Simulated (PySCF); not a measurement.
C$_{4}$H$_{12}$O$_{4}$Ti, triplet, geometry from GFN2-xTB (such geometries of metal compounds can be far from the true shape) (the multiplicity is a formal guess) (in this run its highest filled SCF level lies above zero, so its values depend strongly on the basis, on diffuse functions most of all); PySCF with MN15/STO-3G.

The PySCF input:
```python
from pyscf import gto, scf, dft

mol = gto.M(
    atom='''
Ti    0.20428409    0.01719143    0.18943717
O    -1.57175937    0.20905870    0.43486864
C    -1.71222896    0.89942815    1.63310933
H    -0.90505706    1.65838599    1.73697637
H    -2.68926980    1.40893968    1.65796989
H    -1.64383368    0.20814387    2.49136806
O     0.91106053   -0.81005718   -1.30941650
C     0.09971377   -0.83738829   -2.42374965
H     0.29934767    0.04691736   -3.05934113
H     0.32335633   -1.72874078   -3.03387543
H    -0.97718831   -0.83599539   -2.14945761
O     0.70581010   -1.19491738    1.45638054
C     0.46012773   -2.44463085    0.95879222
H     0.83287232   -2.48166689   -0.09879669
H     1.01062645   -3.20725035    1.53532784
H    -0.62041800   -2.68550771    0.94558554
O     0.77138312    1.73121427    0.00232228
C     0.09178883    2.38925700   -1.00172632
H    -0.96831077    2.05667919   -1.04842929
H     0.12466019    3.47818711   -0.82992120
H     0.55060104    2.18131338   -1.98681744
''',
    basis='sto-3g',
    spin=2,
    verbose=3,
)

mf = dft.UKS(mol)
mf.xc = 'mn15'
mf.kernel()
mf.analyze()
```

**Question.** Write the output that PySCF gives for this input, abridged.

**Answer.** 
```
converged SCF energy = -1291.44761902883  <S^2> = 2.0058513  2S+1 = 3.0038984
**** MO energy ****
                             alpha | beta                alpha | beta
[...]
To work with the spin densities directly, `use mulliken_meta_spin()` only printing them here.

 ** Mulliken spin pop alpha/beta on meta-lowdin orthogonal AOs **
 ** Mulliken Spin Density (per atom)  **
spin density of  0 Ti =      0.87405
spin density of  1 O =      0.08258
spin density of  2 C =      0.03112
spin density of  3 H =     -0.00131
spin density of  4 H =     -0.00236
spin density of  5 H =      0.00454
spin density of  6 O =      0.35640
spin density of  7 C =     -0.00403
spin density of  8 H =      0.02467
spin density of  9 H =      0.00652
spin density of  10 H =      0.00773
spin density of  11 O =      0.26614
spin density of  12 C =      0.02868
spin density of  13 H =      0.01392
spin density of  14 H =     -0.00270
spin density of  15 H =      0.01810
spin density of  16 O =      0.25693
spin density of  17 C =      0.01740
spin density of  18 H =      0.00089
spin density of  19 H =      0.00279
spin density of  20 H =      0.01795
 ** Mulliken pop alpha/beta on meta-lowdin orthogonal AOs **
 ** Mulliken atomic charges   ( Nelec_alpha | Nelec_beta ) **
charge of  0Ti =      0.64328  (    11.11539     10.24134 )
charge of  1O =     -0.29840  (     4.19049      4.10791 )
charge of  2C =     -0.05220  (     3.04166      3.01054 )
charge of  3H =      0.03458  (     0.48205      0.48337 )
charge of  4H =      0.03346  (     0.48209      0.48445 )
charge of  5H =      0.03906  (     0.48274      0.47820 )
charge of  6O =     -0.21499  (     4.28570      3.92929 )
charge of  7C =     -0.03383  (     3.01490      3.01893 )
charge of  8H =      0.05166  (     0.48651      0.46184 )
charge of  9H =      0.04307  (     0.48172      0.47520 )
charge of  10H =      0.05308  (     0.47732      0.46959 )
charge of  11O =     -0.22935  (     4.24774      3.98161 )
charge of  12C =     -0.04877  (     3.03873      3.01005 )
charge of  13H =      0.04977  (     0.48208      0.46815 )
charge of  14H =      0.03685  (     0.48023      0.48293 )
charge of  15H =      0.04841  (     0.48485      0.46674 )
charge of  16O =     -0.23336  (     4.24514      3.98821 )
charge of  17C =     -0.04671  (     3.03206      3.01466 )
charge of  18H =      0.04118  (     0.47985      0.47896 )
charge of  19H =      0.04027  (     0.48126      0.47847 )
charge of  20H =      0.04295  (     0.48750      0.46955 )
Dipole moment(X, Y, Z, Debye): -0.73728, -0.38154, -1.98621
```
